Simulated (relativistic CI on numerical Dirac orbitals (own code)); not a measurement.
## Ligand-field terms of d5

Computed with a parametric ligand-field model of a d^n configuration (Racah B and C, spin-orbit zeta, crystal field), exact diagonalisation.

Field parameters in Wybourne normalisation: D3d B²₀ = −7Dσ, B⁴₀ = −14Dq − 21Dτ, B⁴₃ = −14√(10/7) Dq; D4h B²₀ = −7Ds, B⁴₀ = 21(Dq − Dt), B⁴₄ = 21√(5/14) Dq; Oh B⁴₀ = 21Dq, B⁴₄ = √(5/14) B⁴₀. The field is a parameter set, without covalency.

(1) Ground term and bands for B = 650, C = 2970, ζ = 0 cm⁻¹, D3d, 10Dq = 21400, Dσ = -1200, Dτ = -70 cm⁻¹?

(2) Ground term and bands for B = 350, C = 1670, ζ = 0 cm⁻¹, Oh, 10Dq = 20800 cm⁻¹?

(3) Ground term and bands for B = 440, C = 1960, ζ = 0 cm⁻¹, Oh, 10Dq = 5000 cm⁻¹?

(4) Ground term and bands for B = 480, C = 2230, ζ = 0 cm⁻¹, D4h, 10Dq = 19850, Ds = 1170, Dt = -20 cm⁻¹?

(5) Ground term and bands for B = 570, C = 2800, ζ = 0 cm⁻¹, D4h, 10Dq = 32350, Ds = -1500, Dt = -180 cm⁻¹?

Results:

(1) Ground term 2A1 with 0.04 electrons in the two orbitals of the cubic e set. Spin-allowed: 2E 2827 cm⁻¹, 2A2 18831 cm⁻¹ (531 nm), 2E 19323 cm⁻¹ (518 nm), 2A2 19523 cm⁻¹ (512 nm). Lowest spin-forbidden: 6A1 6854 cm⁻¹ (1459 nm), 4A2 8388 cm⁻¹ (1192 nm), 4E 9392 cm⁻¹ (1065 nm).

(2) Ground term 2T2 with 0.03 electrons in the two orbitals of the cubic e set. Spin-allowed: 2A2 18666 cm⁻¹ (536 nm), 2T1 18785 cm⁻¹ (532 nm), 2T2 19809 cm⁻¹ (505 nm), 2E 20663 cm⁻¹ (484 nm). Lowest spin-forbidden: 4T1 12933 cm⁻¹ (773 nm), 4T2 15606 cm⁻¹ (641 nm), 6A1 20359 cm⁻¹ (491 nm).

(3) Ground term 6A1 with 2.00 electrons in the two orbitals of the cubic e set. Spin-allowed: none. Lowest spin-forbidden: 4T1 10589 cm⁻¹ (944 nm), 4T2 12766 cm⁻¹ (783 nm), 2T2 13999 cm⁻¹ (714 nm). A high-spin d5 ion has no spin-allowed d-d band, hence its pale colour.

(4) Ground term 2B2 with 0.03 electrons in the two orbitals of the cubic e set. Spin-allowed: 2E 3365 cm⁻¹ (2971 nm), 2E 18494 cm⁻¹ (541 nm), 2B1 18772 cm⁻¹ (533 nm), 2A2 19934 cm⁻¹ (502 nm). Lowest spin-forbidden: 4E 10440 cm⁻¹ (958 nm), 4A2 11999 cm⁻¹ (833 nm), 6A1 13932 cm⁻¹ (718 nm).

(5) Ground term 2E with 0.02 electrons in the two orbitals of the cubic e set. Spin-allowed: 2B2 3406 cm⁻¹ (2936 nm), 2E 29821 cm⁻¹ (335 nm), 2B1 30568 cm⁻¹ (327 nm), 2A2 31128 cm⁻¹ (321 nm). Lowest spin-forbidden: 4E 19931 cm⁻¹ (502 nm), 4B2 20014 cm⁻¹ (500 nm), 4A2 22493 cm⁻¹ (445 nm).
